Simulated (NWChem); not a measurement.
System: SiH3Br; SMILES [SiH3]Br

The following NWChem deck was run.

```
start job
memory heap 200 mb stack 900 mb global 1100 mb
geometry units angstroms noautoz
  Si     0.000000     0.000000    -1.417110
  Br     0.000000     0.000000     0.809288
  H      0.997374     0.997374    -1.893767
  H     -1.362438     0.365064    -1.893767
  H      0.365064    -1.362438    -1.893767
end
basis spherical
  Si library 6-31g*
  Br library 6-31g*
  H library 6-31g*
end
dft
  xc scan
  grid coarse
  iterations 150
  mulliken
end
task dft gradient
```

Excerpt of the output:

```
             Northwest Computational Chemistry Package (NWChem) 7.3.0
             --------------------------------------------------------

 C3V symmetry detected

                             Geometry "geometry" -> ""
                             -------------------------

 Output coordinates in angstroms (scale by  1.889725989 to convert to a.u.)

  No.       Tag          Charge          X              Y              Z
 ---- ---------------- ---------- -------------- -------------- --------------
    1 Si                  14.0000    -0.00000000    -0.00000000    -1.47103767
    2 Br                  35.0000    -0.00000000    -0.00000000     0.75536033
    3 H                    1.0000     0.99737387     0.99737387    -1.94769467
    4 H                    1.0000    -1.36243805     0.36506417    -1.94769467
    5 H                    1.0000     0.36506417    -1.36243805    -1.94769467

 Effective nuclear repulsion energy (a.u.)     150.2662813719

      Symmetry information
      --------------------

 Group name             C3v
 Group number             17
 Group order               6
 No. of unique centers     3

                                 NWChem DFT Module
                                 -----------------

 Summary of "ao basis" -> "ao basis" (spherical)
 ------------------------------------------------------------------------------
       Tag                 Description            Shells   Functions and Types
 ---------------- ------------------------------  ------  ---------------------
 Si                          6-31g*                  8       18   4s3p1d
 Br                          6-31g*                 12       32   5s4p3d
 H                           6-31g*                  2        2   2s

      Symmetry analysis of basis
      --------------------------

        a1         22
        a2          0
        e          34

  Rotation of axis

            General Information
            -------------------
          SCF calculation type: DFT
          Wavefunction type:  closed shell.
          No. of atoms     :     5
          No. of electrons :    52
           Alpha electrons :    26
            Beta electrons :    26
          Charge           :     0
          Spin multiplicity:     1
          Use of symmetry is: on ; symmetry adaption is: on
          Maximum number of iterations: 150
          AO basis - number of functions:    56
                     number of shells:    26
          Convergence on energy requested:  1.00D-06
          Convergence on density requested:  1.00D-05
          Convergence on gradient requested:  5.00D-04

              XC Information
              --------------
                         SCAN Method XC Functional
                  SCAN metaGGA Exchange Functional  1.000
                        SCAN Correlation Potential  1.000

             Grid Information
             ----------------
          Grid used for XC integration:  coarse
          Radial quadrature: Mura-Knowles
          Angular quadrature: Lebedev.
          Tag              B.-S. Rad. Rad. Pts. Rad. Cut. Ang. Pts.
          ---              ---------- --------- --------- ---------
          Si                  1.10       70           8.0       302
          Br                  1.15       95           8.0       302
          H                   0.35       35           9.0       302
          Grid pruning is: on
          Number of quadrature shells:   200
          Spatial weights used:  Erf1

      Superposition of Atomic Density Guess
      -------------------------------------

 Sum of atomic energies:       -2862.39928367

      Non-variational initial energy
      ------------------------------

 Total energy =   -2862.815649
 1-e energy   =   -4282.634130
 2-e energy   =    1269.552199
 HOMO         =      -0.372161
 LUMO         =       0.037353

      Symmetry analysis of molecular orbitals - initial
      -------------------------------------------------

  Numbering of irreducible representations:

     1 a1          2 a2          3 e

  Orbital symmetries:

     1 a1          2 a1          3 a1          4 a1          5 e
     6 e           7 a1          8 a1          9 e          10 e
    11 a1         12 e          13 e          14 a1         15 a1
    16 e          17 e          18 e          19 e          20 a1
    21 a1         22 a1         23 e          24 e          25 e
    26 e          27 a1         28 e          29 e          30 a1
    31 a1         32 a1         33 e          34 e          35 a1
    36 e

     ---------------------------------------------
      Total Density - Mulliken Population Analysis
     ---------------------------------------------

    Atom       Charge   Shell Charges
 -----------   ------   -------------------------------------------------------
    1 Si  14    13.43   2.00  2.00  5.97  0.96  1.57  0.33  0.48  0.12
    2 Br  35    35.41   2.00  2.00  6.00  2.00  5.99  1.56  3.94  0.39  1.52  6.97  2.93  0.12
    3 H    1     1.05   0.47  0.58
    4 H    1     1.05   0.47  0.58
    5 H    1     1.05   0.47  0.58

   convergence    iter        energy       DeltaE   RMS-Dens  Diis-err
 ---------------- ----- ----------------- --------- --------- ---------
 d= 0,ls=0.0,diis     1  -2865.3449687032 -3.02D+03  1.47D-02  2.32D-01
 d= 0,ls=0.0,diis     2  -2865.3443461137  6.23D-04  9.87D-03  2.00D-01
 d= 0,ls=0.0,diis     3  -2865.3733452939 -2.90D-02  2.64D-03  1.44D-02
 d= 0,ls=0.0,diis     4  -2865.3756251196 -2.28D-03  4.86D-04  4.04D-04
 d= 0,ls=0.0,diis     5  -2865.3756794637 -5.43D-05  7.30D-05  4.10D-05
  Resetting Diis
 d= 0,ls=0.0,diis     6  -2865.3756838008 -4.34D-06  1.41D-05  2.72D-07
 d= 0,ls=0.0,diis     7  -2865.3756838504 -4.95D-08  3.88D-06  6.69D-09

         Total DFT energy =    -2865.375683850352
      One electron energy =    -4284.430618612251
           Coulomb energy =     1382.374285055786
    Exchange-Corr. energy =     -113.585631665737
 Nuclear repulsion energy =      150.266281371851

 Numeric. integr. density =       52.000019865562

                  Occupations of the irreducible representations
                  ----------------------------------------------

                     irrep           alpha         beta
                     --------     --------     --------
                     a1               12.0         12.0
                     a2                0.0          0.0
                     e                14.0         14.0

                       DFT Final Molecular Orbital Analysis
                       ------------------------------------

 Vector   24  Occ=2.000000D+00  E=-3.530655D-01  Symmetry=a1
              MO Center= -9.0D-15,  7.5D-16,  2.6D-02, r^2= 2.9D+00
   Bfn.  Coefficient  Atom+Function         Bfn.  Coefficient  Atom+Function
  ----- ------------  ---------------      ----- ------------  ---------------
    31      0.641681  2 Br pz                 9     -0.351385  1 Si pz
    27     -0.290827  2 Br pz                35      0.193611  2 Br pz
     5      0.139541  1 Si pz                28     -0.139712  2 Br s
    32      0.090721  2 Br s                 23      0.087439  2 Br pz
    52      0.085516  3 H  s                 54      0.085516  4 H  s

 Vector   25  Occ=2.000000D+00  E=-2.741366D-01  Symmetry=e
              MO Center= -9.7D-03, -7.7D-02,  3.7D-01, r^2= 2.5D+00
   Bfn.  Coefficient  Atom+Function         Bfn.  Coefficient  Atom+Function
  ----- ------------  ---------------      ----- ------------  ---------------
    30      0.661812  2 Br py                29     -0.323678  2 Br px
    26     -0.296445  2 Br py                34      0.295656  2 Br py
    56      0.183448  5 H  s                 25      0.144984  2 Br px
    33     -0.144599  2 Br px                54     -0.122784  4 H  s
    55      0.121214  5 H  s                 22      0.088923  2 Br py

 Vector   26  Occ=2.000000D+00  E=-2.741366D-01  Symmetry=e
              MO Center=  9.7D-03,  7.7D-02,  3.7D-01, r^2= 2.5D+00
   Bfn.  Coefficient  Atom+Function         Bfn.  Coefficient  Atom+Function
  ----- ------------  ---------------      ----- ------------  ---------------
    29      0.661812  2 Br px                30      0.323678  2 Br py
    25     -0.296445  2 Br px                33      0.295656  2 Br px
    52     -0.176803  3 H  s                 26     -0.144984  2 Br py
    34      0.144599  2 Br py                54      0.140938  4 H  s
    51     -0.116824  3 H  s                 53      0.093125  4 H  s

 Vector   27  Occ=0.000000D+00  E=-3.362882D-02  Symmetry=a1
              MO Center= -4.6D-17, -7.3D-17, -1.1D+00, r^2= 4.4D+00
   Bfn.  Coefficient  Atom+Function         Bfn.  Coefficient  Atom+Function
  ----- ------------  ---------------      ----- ------------  ---------------
    13      1.006558  1 Si pz                32     -0.728349  2 Br s
    35      0.680757  2 Br pz                10      0.664288  1 Si s
     9      0.494765  1 Si pz                31      0.425072  2 Br pz
     6      0.283558  1 Si s                 28      0.253677  2 Br s
    27     -0.177775  2 Br pz                 5     -0.167855  1 Si pz

 Vector   28  Occ=0.000000D+00  E= 4.068661D-02  Symmetry=e
              MO Center=  5.5D-02, -2.4D-01, -1.3D+00, r^2= 3.8D+00
   Bfn.  Coefficient  Atom+Function         Bfn.  Coefficient  Atom+Function
  ----- ------------  ---------------      ----- ------------  ---------------
    11      1.193972  1 Si px                52     -0.960704  3 H  s
    54      0.938089  4 H  s                  7      0.495220  1 Si px
    12      0.346470  1 Si py                33     -0.276439  2 Br px
    29     -0.177094  2 Br px                 8      0.143704  1 Si py
     3     -0.140021  1 Si px                51     -0.137846  3 H  s

 Vector   29  Occ=0.000000D+00  E= 4.068661D-02  Symmetry=e
              MO Center= -5.5D-02,  2.4D-01, -1.3D+00, r^2= 3.8D+00
   Bfn.  Coefficient  Atom+Function         Bfn.  Coefficient  Atom+Function
  ----- ------------  ---------------      ----- ------------  ---------------
    12      1.193972  1 Si py                56      1.096269  5 H  s
    54     -0.567720  4 H  s                 52     -0.528549  3 H  s
     8      0.495220  1 Si py                11     -0.346470  1 Si px
    34     -0.276439  2 Br py                30     -0.177094  2 Br py
    55      0.157297  5 H  s                  7     -0.143704  1 Si px

     ---------------------------------------------
      Total Density - Mulliken Population Analysis
     ---------------------------------------------

    Atom       Charge   Shell Charges
 -----------   ------   -------------------------------------------------------
    1 Si  14    13.61   2.00  2.00  5.96  1.02  1.91  0.25  0.31  0.17
    2 Br  35    35.26   2.00  2.00  6.00  2.00  5.99  1.61  3.89  0.36  1.38  6.95  2.91  0.17
    3 H    1     1.04   0.50  0.54
    4 H    1     1.04   0.50  0.54
    5 H    1     1.04   0.50  0.54

     -------------------------------------------
      Total Density - Lowdin Population Analysis
     -------------------------------------------

    Atom       Charge   Shell Charges
 -----------   ------   -------------------------------------------------------
    1 Si  14    13.75   2.00  1.98  5.89  0.72  1.71  0.38  0.85  0.21
    2 Br  35    35.18   2.00  2.00  5.99  2.00  5.91  1.28  3.54  0.58  1.86  6.71  3.07  0.25
    3 H    1     1.02   0.49  0.53
    4 H    1     1.02   0.49  0.53
    5 H    1     1.02   0.49  0.53

     Multipole analysis of the density
     ---------------------------------

     L   x y z        total         alpha         beta         nuclear
     -   - - -        -----         -----         ----         -------
     0   0 0 0     -0.000000    -26.000000    -26.000000     52.000000

     1   1 0 0     -0.000000     -0.000000     -0.000000      0.000000
     1   0 1 0      0.000000      0.000000      0.000000      0.000000
     1   0 0 1     -0.635054     -0.317527     -0.317527      0.000000

     2   2 0 0    -24.983869    -17.820434    -17.820434     10.656998
     2   1 1 0      0.000000      0.000000      0.000000      0.000000
     2   1 0 1      0.000000      0.000000      0.000000     -0.000000
     2   0 2 0    -24.983869    -17.820434    -17.820434     10.656998
     2   0 1 1     -0.000000     -0.000000     -0.000000      0.000000
     2   0 0 2    -22.948308   -121.544698   -121.544698    220.141088

            General Information
            -------------------
          SCF calculation type: DFT
          Wavefunction type:  closed shell.
          No. of atoms     :     5
          No. of electrons :    52
           Alpha electrons :    26
            Beta electrons :    26
          Charge           :     0
          Spin multiplicity:     1
          Use of symmetry is: on ; symmetry adaption is: on
          Maximum number of iterations: 150
          AO basis - number of functions:    56
                     number of shells:    26
          Convergence on energy requested:  1.00D-06
          Convergence on density requested:  1.00D-05
          Convergence on gradient requested:  5.00D-04

              XC Information
              --------------
                         SCAN Method XC Functional
                  SCAN metaGGA Exchange Functional  1.000
                        SCAN Correlation Potential  1.000

             Grid Information
             ----------------
          Grid used for XC integration:  coarse
          Radial quadrature: Mura-Knowles
          Angular quadrature: Lebedev.
          Tag              B.-S. Rad. Rad. Pts. Rad. Cut. Ang. Pts.
          ---              ---------- --------- --------- ---------
          Si                  1.10       70           8.0       302
          Br                  1.15       95           8.0       302
          H                   0.35       35           9.0       302
          Grid pruning is: on
          Number of quadrature shells:   200
          Spatial weights used:  Erf1

          Convergence Information
          -----------------------
          Convergence aids based upon iterative change in
          total energy or number of iterations.
          Levelshifting, if invoked, occurs when the
          HOMO/LUMO gap drops below (HL_TOL):  1.00D-02
          DIIS, if invoked, will attempt to extrapolate
          using up to (NFOCK): 10 stored Fock matrices.

                    Damping( 0%)  Levelshifting(0.5)       DIIS
                  --------------- ------------------- ---------------
          dE  on:    start            ASAP                start
          dE off:    2 iters        150 iters           150 iters

                            NWChem DFT Gradient Module
                            --------------------------

  charge          =   0.00
  wavefunction    = closed shell

  Rotation of axis
  Using symmetry

                         DFT ENERGY GRADIENTS

    atom               coordinates                        gradient
                 x          y          z           x          y          z
   1 Si     -0.000000  -0.000000  -2.779858   -0.000000   0.000000   0.001524
   2 Br     -0.000000  -0.000000   1.427424    0.000000   0.000000   0.000728
   3 H       1.884763   1.884763  -3.680609    0.001642   0.001642  -0.000751
   4 H      -2.574635   0.689871  -3.680609   -0.002242   0.000601  -0.000751
   5 H       0.689871  -2.574635  -3.680609    0.000601  -0.002242  -0.000751
```

Level: SCAN/6-31G* (spherical d). Structure relaxed at the PBE0/def2-SVP level.
